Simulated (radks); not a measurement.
The rhenium ion Re61+, configuration [Ne] 3s2 3p2 (the NIST ground configuration).

Calculated with a radial shooting solver on a logarithmic mesh with Libxc functionals: Dirac Kohn-Sham, PBE, spin-unpolarised, spherical densities, finite nucleus; open shells fill j = l - 1/2 first; Fermi nuclear charge, rms radius 5.3698 fm.

Energy parts (hartree):
| part | energy |
|---|---|
| total | -12455.7673 |
| kinetic | 14543.4022 |
| electron-nucleus | -27981.8469 |
| Hartree | 1142.6342 |
| exchange-correlation | -159.9567 |

Orbitals (lengths in bohr, moments of r in powers of bohr; r(90%) holds 90 % of the orbital's charge):
\begin{tabular}{lrrrrrr}
orbital & occ. & eigenvalue (hartree) & r(90%) & <r^4> & <1/r> & <r> \\ \hline
1s1/2 & 2 & -2812.511 & 0.0329 & 5.448e-07 & 88.74 & 0.01803 \\
2s1/2 & 2 & -631.0808 & 0.116 & 0.00007631 & 21.92 & 0.07467 \\
2p1/2 & 2 & -613.8557 & 0.102 & 0.00004544 & 21.83 & 0.06165 \\
2p3/2 & 4 & -559.5717 & 0.112 & 0.00006602 & 18.27 & 0.06943 \\
3s1/2 & 2 & -254.8498 & 0.264 & 0.002069 & 8.813 & 0.1811 \\
3p1/2 & 2 & -248.5689 & 0.254 & 0.001726 & 8.736 & 0.1699 \\
3p3/2 & 0 & -234.1217 & 0.269 & 0.002196 & 7.768 & 0.1815 \\
3d3/2 & 0 & -225.8645 & 0.237 & 0.001281 & 7.630 & 0.1552 \\
3d5/2 & 0 & -222.4397 & 0.241 & 0.001379 & 7.402 & 0.1589 \\
4s1/2 & 0 & -136.0469 & 0.476 & 0.02262 & 4.662 & 0.3372 \\
\end{tabular}

The highest occupied level is 3p1/2 at -6763.9 eV. The density falls to 0.001 e/bohr^3 at r = 0.53 bohr. For comparison, the ionisation energy in NIST's Atomic Spectra Database is 6810 eV (theoretical). In exact Kohn-Sham theory the highest level is minus the ionisation energy, but local and semilocal functionals leave it too shallow, through self-interaction and a potential that decays too fast; potentials with the right tail come closer. The electron density at the nucleus is 1.549e+06 e/bohr^3.

Beside tabulated values, note that spin-unpolarised runs miss the spin-polarisation part of the exchange energy of open shells.
